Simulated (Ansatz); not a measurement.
Abridged output of a molecular run in Ansatz:

```
Functional definition: HF
1814 factors; integrals over basis functions are off by at most 9.3e-4 eV
mean field evaluation 1: about -25698.6983 eV, gradient 5.8e1 eV
mean field evaluation 2: about -25699.0320 eV, gradient 5.9e1 eV
mean field evaluation 4: about -25705.8865 eV, gradient 4.1e0 eV
mean field evaluation 8: about -25705.9987 eV, gradient 1.7e-1 eV
mean field evaluation 16: about -25705.9989 eV, gradient 3.0e-6 eV
mean field -25705.99888451 eV, -944.6780348538 hartree, gradient 3.0e-6 eV, S^2 0.000000; 0 other end points of the search recorded, 0 dependent functions left out
16 core orbitals not correlated: weight in the atoms' cores, before any rotation towards them, 1.000 or more for the frozen orbitals, at most 0.000 for the correlated occupied ones
reference -25705.99888451 eV, -944.6780348538 hartree; 20, 20 occupied and 244, 244 virtual orbitals, 1814 factors
second order -28.08035103 eV of doubles, -0.00000000 eV of singles
cycle   1  -27.87259827 eV  change    2.1e-1 eV  update   1.5e-1
cycle   2  -28.67343461 eV  change   -8.0e-1 eV  update   4.8e-2
cycle   3  -28.88890682 eV  change   -2.2e-1 eV  update   2.7e-2
cycle   4  -28.87172530 eV  change    1.7e-2 eV  update   7.3e-3
cycle   5  -28.86432951 eV  change    7.4e-3 eV  update   3.8e-3
cycle   6  -28.86603791 eV  change   -1.7e-3 eV  update   1.4e-3
cycle   7  -28.86574077 eV  change    3.0e-4 eV  update   6.0e-4
cycle   8  -28.86555723 eV  change    1.8e-4 eV  update   1.6e-4
cycle   9  -28.86567368 eV  change   -1.2e-4 eV  update   5.8e-5
cycle  10  -28.86567923 eV  change   -5.6e-6 eV  update   1.8e-5
perturbative correction -1.00364307 eV, -0.0368832024 hartree
Total energy: -25735.86820681 eV, -945.7757122021 hartree
```

Its atoms:

Z-matrix (Å, degrees):
```
Si
O 1 1.633
H 1 1.490 2 111.2
H 1 1.488 2 110.7 3 -120.5
H 1 1.488 2 109.5 3 119.6
Sn 2 1.972 1 147.5 3 28.0
O 6 1.972 2 98.4 1 9.8
Si 7 1.632 6 148.4 2 10.1
H 8 1.488 7 109.5 6 146.6
H 8 1.488 7 110.7 6 -93.6
H 8 1.490 7 111.2 6 27.0
```

Problem. Which basis set was used?
A. cc-pV(Q+d)Z
B. def2-TZVPP
C. def2-TZVPPD
D. def2-QZVPP

Solution. B. It gives 280 functions.

Problem. Write the keys of the input that set method, charge and spin (a neutral closed shell needs none for the last two).

Solution. 
```yaml
correlation: {method: ccsd_t}
```
